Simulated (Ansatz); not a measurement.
This geometry of AlCl2F + H2 (6 atoms, charge 0, multiplicity 1) is a first-order saddle point.

Theory: RKS BHLYP/def2-SVP (Ansatz 0.2.0).

```xyz
6
Properties=species:S:1:pos:R:3
Al 0.017 -0.382 -0.105
F 0.021 -0.017 1.722
Cl 1.820 0.166 -0.993
Cl -1.815 0.102 -0.969
H 0.047 -1.860 0.702
H 0.045 -1.093 1.574
```

Which two structures does it join? (They come from a converged band through this point; their orientation in space is the band's.)

Bonds broken: H5–H6. Bonds formed: Al1–H5, F2–H6. AlCl2F + H2 becomes AlCl2FH2.

Image 0:

```xyz
6
Properties=species:S:1:pos:R:3
Al 0.009 0.105 0.115
F 0.006 0.600 1.686
Cl 1.809 0.033 -0.913
Cl -1.798 -0.043 -0.894
H 0.058 -2.048 0.624
H 0.052 -1.731 1.312
```

Image 6:

```xyz
6
Properties=species:S:1:pos:R:3
Al 0.022 -0.616 -0.285
F 0.020 -0.077 1.676
Cl 1.798 0.316 -0.910
Cl -1.799 0.240 -0.892
H 0.056 -2.132 0.107
H 0.039 -0.815 2.236
```

How far does it lie above each of them?

131.7 kJ/mol above the first and 30.0 kJ/mol above the second. This is the barrier of this one path; another mechanism may lie lower. The orbitals stay closed-shell, which can raise the energy where a bond breaks towards radicals; this wasn't checked here.

Run time: 2.5 min on 1 thread of Arm Neoverse V1, on a shared host, peak memory 0.14 GiB.
